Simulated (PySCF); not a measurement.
# Fractional electron number in Cr (chromium, neutral)

The 4s alpha orbital of [Ar] 3d5 4s1 is emptied in steps (occupation f), with all orbitals relaxed, ending at [Ar] 3d5. Computed with PySCF 2.14 in def2-SVP, with no relativity, point nucleus. The exact energy is a straight line in f; departures are measured from the line between the end points of the same method.

```tsv
f	TPSS (eV)
1	0.000
0.9	-0.257
0.7	-0.601
0.5	-0.716
0.3	-0.602
0.1	-0.257
0	0.000
```

Question: For TPSS, how does the orbital energy at f = 1 compare with the removal energy?

Answer: −ε = 3.900 eV against a total-energy difference of 6.748 eV. By Janak's theorem ε = ∂E/∂f, so the gap between them reflects the curvature. Along the path −ε is 4.461 (f = 0.9), 5.597 (f = 0.7), 6.745 (f = 0.5), 7.895 (f = 0.3), 9.043 (f = 0.1) eV.

Reference removal energy between the ground levels: 6.767 eV (measured; NIST Atomic Spectra Database, ionization energies).
